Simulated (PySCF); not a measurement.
r2SCAN on S (sulfur, neutral), [Ne] 3s1 3p4 3d1, one real determinant (an excited configuration). Calculation: PySCF 2.14, in aug-cc-pV(T+d)Z; no relativity, point nucleus.

```
cycle= 1 E= -397.413146035865  delta_E= -0.0058  |g|= 0.0151  |ddm|= 0.167
cycle= 2 E= -397.413283767232  delta_E= -0.000138  |g|= 0.00421  |ddm|= 0.0502
cycle= 3 E= -397.413297996773  delta_E= -1.42e-05  |g|= 0.0024  |ddm|= 0.0154
cycle= 4 E= -397.413301321171  delta_E= -3.32e-06  |g|= 0.000314  |ddm|= 0.00458
cycle= 5 E= -397.413301464637  delta_E= -1.43e-07  |g|= 3.87e-05  |ddm|= 0.00146
cycle= 6 E= -397.413301467804  delta_E= -3.17e-09  |g|= 4.45e-06  |ddm|= 0.000174
cycle= 7 E= -397.413301467846  delta_E= -4.2e-11  |g|= 7.37e-07  |ddm|= 2.56e-05
converged SCF energy = -397.413301467846  <S^2> = 6.0086641  2S+1 = 5.0034644
```

Highest occupied orbital energy: 1.021 eV; ⟨L²⟩ = 8.03; populations by l: s 5.00, p 10.00, d 1.00, f 0.00.

(1) Can this result be used?

Answers

(1) Not for this state. The run converged. ⟨L²⟩ = 8.03 against 12 for a pure F term, so this real determinant mixes terms. The outer electron is Rydberg-like, and this basis confines it to a smaller radius and binds it less than a complete one would. At r2SCAN the highest occupied level has a positive energy, so only the finite basis holds that electron; for this excited configuration the basis is too tight for the outer shell.
